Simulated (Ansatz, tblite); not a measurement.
Forces on TiCl4 at its PBE-D4/def2-SVP geometry. Charge 0, multiplicity 1.

The xTB rows come from tblite.

GFN2-xTB (tblite), largest force 0.69 eV/Å:

```xyz
5
positions Å, forces eV/Å
Ti    0.000    0.000    0.000    0.000    0.000    0.000
Cl   -0.080   -1.470   -1.598    0.025    0.468    0.508
Cl   -1.197    1.729   -0.546    0.381   -0.550    0.174
Cl    2.060    0.616    0.316   -0.655   -0.196   -0.100
Cl   -0.783   -0.874    1.829    0.249    0.278   -0.582
```

PBE-D4/def2-TZVP (Ansatz), largest force 0.14 eV/Å:

```
Ti 0.000 0.000 0.000
Cl -0.005 -0.095 -0.104
Cl -0.078 0.112 -0.035
Cl 0.134 0.040 0.021
Cl -0.051 -0.057 0.119
```

r2SCAN-D4/def2-TZVP (Ansatz), largest force 0.00 eV/Å:

```
Ti 0.000 0.000 0.000
Cl 0.000 0.000 0.000
Cl 0.000 0.000 0.000
Cl 0.000 0.000 0.000
Cl 0.000 0.000 0.000
```
